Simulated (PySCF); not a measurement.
Br3Fe, SMILES [Br][Fe-]([Br])[Br] (connectivity only; charge and spin as stated), charge -1, multiplicity 5.

Geometry: PBE-D3(BJ)/def2-SVPD. The spin state was assumed, not searched.

All values below come from PBE-D3(BJ)/def2-SVPD in PySCF.

Frequencies are harmonic and unscaled.

Modes within 1.5 cm⁻¹ of each other (mostly degenerate sets) share a row, with their intensities summed.

Q: List the normal modes with their intensities. (An estimate is asked for; the answer gives what the named calculation found.)

A: 
```tsv
mode	ν (cm⁻¹)	IR (km/mol)	moving atoms (share of kinetic energy)
1–2	58	0.3	Br 88 %, Fe 12 %
3	89	2.0	Fe 81 %, Br 19 %
4	173	0.0	Br 100 %
5–6	283	122.2	Fe 70 %, Br 30 %
```
